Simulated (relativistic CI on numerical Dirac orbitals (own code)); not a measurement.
## Dy²⁺ (4f10) in a crystal field

Calculated by Dirac-Coulomb-Breit CI, separate exchange-only KLI orbitals for each configuration, model QED (radiative potential, 1s self-energy scaled to tabulated hydrogen-like ionisation energies), valence Slater integrals scaled by 0.7, one configuration in a parametric crystal field (own radial code).

Field parameters in Wybourne normalisation. The field is a parameter set, without covalency.

S and J are read from ⟨S²⟩ = S(S + 1) and ⟨J²⟩ = J(J + 1) of each level; they are not fictitious spins.

D3h, B20 = 220, B40 = -10, B60 = -80, B66 = 240 cm⁻¹, the lowest 10 levels:

```tsv
E (cm⁻¹)	Degeneracy	S	J
0.0	1	1.93	8.00
1.4	2	1.93	8.00
14.1	2	1.93	8.00
17.7	1	1.93	8.00
25.5	2	1.93	8.00
29.8	1	1.93	8.00
30.5	2	1.93	8.00
82.1	1	1.93	8.00
90.5	2	1.93	8.00
102	2	1.93	8.00
```

C2v, B20 = -240, B22 = 10, B40 = -500, B42 = -320, B44 = -100, B60 = 410, B62 = 50, B64 = 170, B66 = 200 cm⁻¹, the lowest 16 levels:

```
E (cm⁻¹)  Degeneracy     S     J
     0.0           1  1.93  8.00
     2.6           1  1.93  8.00
    11.5           1  1.93  8.00
    28.7           1  1.93  8.00
    50.6           1  1.93  8.00
    86.2           1  1.93  8.00
    90.5           1  1.93  8.00
    91.0           1  1.93  8.00
     123           1  1.93  8.00
     131           1  1.93  8.00
     139           1  1.93  8.00
     150           1  1.93  8.00
     161           1  1.93  8.00
     196           1  1.93  8.00
     201           1  1.93  8.00
     202           1  1.93  8.00
```

D4h, B20 = -280, B40 = 720, B44 = 610, B60 = 310, B64 = 390 cm⁻¹, the lowest 10 levels:

```csv
E (cm⁻¹),Degeneracy,Irrep,S,J
0.0,1,A1,1.93,8.00
5.5,1,A2,1.93,8.00
30.2,1,B2,1.93,8.00
30.4,2,E,1.93,8.00
39.4,1,B1,1.93,8.00
49.1,2,E,1.93,8.00
78.9,1,A1,1.93,8.00
141,1,A2,1.93,8.00
155,1,A1,1.93,8.00
172,2,E,1.93,8.00
```

The next free-ion level lies 4251 cm⁻¹ above the lowest; the field splits the ground level into components whose J stays near 8 as long as their spread is small against that gap.

Levels of this model without a field, named by their leading LS term (the scale mimics covalency, so terms lie below those of the real free ion): 5I_8 0, 5I_7 4251, 5I_6 7098, 5I_5 9111, 5I_4 10781, 5F_5 12924, 5S_2 14906, 3K_8 15103 cm⁻¹.
